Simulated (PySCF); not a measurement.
## Calculated NMR parameters of C#C[Si@](N)(P)C1CC1

```
Formula                               : C5H10NPSi
SMILES                                : C#C[Si@](N)(P)C1CC1
InChI                                 : InChI=1S/C5H10NPSi/c1-2-8(6,7)5-3-4-5/h1,5H,3-4,6-7H2/t8-/m0/s1
Point group of the computed structure : C1
Carbon signals                        : 5
Proton signals                        : 8
```

Molfile (atoms numbered from 1):
```
C5H10NPSi
     RDKit          3D

 18 18  0  0  0  0  0  0  0  0999 V2000
   -2.6187   -2.0742   -0.7181 C   0  0  0  0  0  0  0  0  0  0  0  0
   -1.8561   -1.2188   -0.3535 C   0  0  0  0  0  0  0  0  0  0  0  0
   -0.7309    0.1517    0.2286 Si  0  0  2  0  0  4  0  0  0  0  0  0
   -0.2418    0.0455    1.8794 N   0  0  0  0  0  0  0  0  0  0  0  0
   -1.8612    2.1039    0.1419 P   0  0  0  0  0  0  0  0  0  0  0  0
    0.8107    0.0874   -0.8630 C   0  0  0  0  0  0  0  0  0  0  0  0
    2.1051    0.6693   -0.3707 C   0  0  0  0  0  0  0  0  0  0  0  0
    1.9633   -0.8085   -0.5119 C   0  0  0  0  0  0  0  0  0  0  0  0
   -3.2772   -2.8297   -1.0404 H   0  0  0  0  0  0  0  0  0  0  0  0
    0.2490   -0.7704    2.2058 H   0  0  0  0  0  0  0  0  0  0  0  0
   -0.8626    0.3914    2.5930 H   0  0  0  0  0  0  0  0  0  0  0  0
   -2.6236    1.7350   -0.9505 H   0  0  0  0  0  0  0  0  0  0  0  0
   -0.9331    2.7506   -0.6534 H   0  0  0  0  0  0  0  0  0  0  0  0
    0.6259    0.2008   -1.9254 H   0  0  0  0  0  0  0  0  0  0  0  0
    2.7319    1.1967   -1.0749 H   0  0  0  0  0  0  0  0  0  0  0  0
    2.1272    1.0826    0.6259 H   0  0  0  0  0  0  0  0  0  0  0  0
    2.4874   -1.3029   -1.3165 H   0  0  0  0  0  0  0  0  0  0  0  0
    1.8960   -1.4039    0.3853 H   0  0  0  0  0  0  0  0  0  0  0  0
  1  2  3  0
  3  2  1  6
  3  4  1  0
  3  5  1  0
  3  6  1  0
  6  7  1  0
  7  8  1  0
  8  6  1  0
  1  9  1  0
  4 10  1  0
  4 11  1  0
  5 12  1  0
  5 13  1  0
  6 14  1  0
  7 15  1  0
  7 16  1  0
  8 17  1  0
  8 18  1  0
M  END
```

All values are calculated (PySCF 2.14): GFN2-xTB geometry, σ from GIAO-PBE0/pcSseg-1. One averaged value for each set of equivalent atoms, relativity neglected, a single conformation, no solvent.

Scale: $^{1}$H (σ = 31.72 ppm), $^{13}$C (σ = 186.93 ppm), $^{29}$Si (σ = 349.16 ppm) vs TMS; H3PO4 for $^{31}$P (σ = 318.38 ppm); $^{15}$N (σ = 267.73 ppm) against NH3 (reference shieldings calculated alike).

| carbon | δC, type | δH (multiplicity) | HMBC from (2–3 bonds) | span of the C tensor (ppm) |
| --- | --- | --- | --- | --- |
| C1 | 101.1, CH | 2.04 (s) | – | 230 |
| C2 | 94.3, C | – | H9, H12/H13, H14 | 301 |
| C6 | 4.0, CH | -0.10 (m) | H12/H13, H17, H16, H15, H18 | 70 |
| C7 | 2.6, CH2 | H15 0.52 (m); H16 0.58 (m) | H17, H18, H14 | 58 |
| C8 | 3.7, CH2 | H17 0.72 (m); H18 0.14 (m) | H16, H15, H14 | 55 |

Other nuclei:
| atoms | nucleus | environment | δ (ppm) | σ (ppm) |
| --- | --- | --- | --- | --- |
| H12/H13 | $^{1}$H | hydrogen on a phosphorus bonded to Si | 1.40 | 30.31 |
| H10/H11 | $^{1}$H | hydrogen on a nitrogen bonded to Si | 0.41 | 31.31 |
| P5 | $^{31}$P | phosphorus bonded to Si, 2 H | -278.2 | 596.5 |
| Si3 | $^{29}$Si | silicon bonded to 2 C, N, P | -23.9 | 373.0 |
| N4 | $^{15}$N | nitrogen bonded to Si, 2 H | 22.3 | 245.4 |

1. δC 101.1: terminal alkyne carbon; the triple bond shields along its axis, which puts it between sp3 and sp2 carbons.
2. δC 94.3: alkyne carbon; the triple bond shields along its axis, which puts it between sp3 and sp2 carbons.
3. δC 4.0, 3.7, 2.6: three-membered-ring carbon; carbons of three-membered rings are unusually shielded.
4. δH 2.04: hydrogen on a terminal alkyne carbon; it lies on the axis of the triple bond, in its shielding cone.
5. δH 0.41: hydrogen on a nitrogen bonded to Si; labile proton, position sensitive to the medium.

The OH or NH signal is concentration- and solvent-dependent in practice; the value given is the gas-phase one. Splittings by $^{31}$P in the carbon and heteronuclear signals aren't shown, as no couplings were computed. Shifts are as computed. Against solution values, carbons near 30 ppm lie about +3 ppm off and those near 130 ppm about +5 ppm. Of 1211 compounds with measured shifts, 218 miss one by over three times the rms of a fit or turn the order of signals round; such compounds aren't used in these exercises. Experimental scales use liquid or dissolved standards, which lie at an offset from isolated NH3 (liquid NH3: subtract about 20 ppm) and H3PO4. Multiplicities follow the n + 1 count of equivalent neighbours, as no J values were calculated; m marks all less simple cases, F and P coupling included.
